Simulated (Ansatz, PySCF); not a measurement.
Gas-phase reaction in SMILES: CCN → C[CH]N + H atom (the C-H bond at the site shown breaks; other sites are not compared here)
Geometries: B3LYP-D3(BJ)/def2-TZVP minima from Ansatz (a first-principles code), one conformer each, not searched for the lowest.

Property: bond dissociation energy (enthalpy at 298 K, with B3LYP-D3(BJ) rigid-rotor harmonic-oscillator terms from PySCF), in kJ/mol. Correlated levels leave the core frozen unless marked. UHF or UKS for open shells. No spin-orbit coupling. No relativistic terms. CBS(X,Y): correlation extrapolated as X^-3; Hartree-Fock from the larger set. The bracket is a focal-point correction in the basis named.

```json
[
 {"level": "r2SCAN/def2-TZVPD", "program": "Ansatz", "bond dissociation energy (kJ/mol)": "357.1"},
 {"level": "TPSSh-D3(BJ)/def2-TZVPD", "program": "PySCF + dftd3", "bond dissociation energy (kJ/mol)": "371.1"},
 {"level": "r2SCAN0-D4/def2-TZVPD", "program": "Ansatz + dftd4", "bond dissociation energy (kJ/mol)": "359.4"},
 {"level": "CAM-B3LYP-D3(BJ)/def2-TZVPD", "program": "Ansatz + dftd3", "bond dissociation energy (kJ/mol)": "370.8"},
 {"level": "SCS-MP2/6-31G*", "program": "Ansatz", "bond dissociation energy (kJ/mol)": "360.5"}
]
```

**Question.** What does RI-MP2/CBS(cc-pVTZ,cc-pVQZ)+[CCSD(T)-MP2]/cc-pVTZ (Ansatz) give?

**Answer.** 388.3 kJ/mol
